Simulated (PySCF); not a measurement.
Ge(H)(Cl)3 anion (Cl3GeH), SMILES [Cl][GeH]([Cl])[Cl] (connectivity only; charge and spin as stated), charge -1, multiplicity 2.

Geometry optimised at PBE-D3(BJ)/def2-SVPD. The spin state was assumed, not searched. The isomer is the one that the SMILES or the coordinates give; other isomers of the formula were not compared.

All values below come from PBE-D3(BJ)/def2-SVPD run with PySCF 2.14.0.

Frequencies are harmonic and unscaled.

Modes within 1.5 cm⁻¹ of each other (mostly degenerate sets) share a row, with their intensities summed.

Computed harmonic wavenumbers and intensities:
| mode | ν (cm⁻¹) | IR (km/mol) | moving atoms (share of kinetic energy) |
|---|---|---|---|
| 1–2 | 36 | 1.3 | Cl 90 %, Ge 9 % |
| 3 | 123 | 5.8 | Ge 56 %, Cl 43 % |
| 4 | 251 | 1.4 | Cl 98 % |
| 5–6 | 264 | 285.7 | Cl 51 %, Ge 48 % |
| 7–8 | 639 | 82.8 | H 98 % |
| 9 | 1899 | 158.7 | H 98 % |
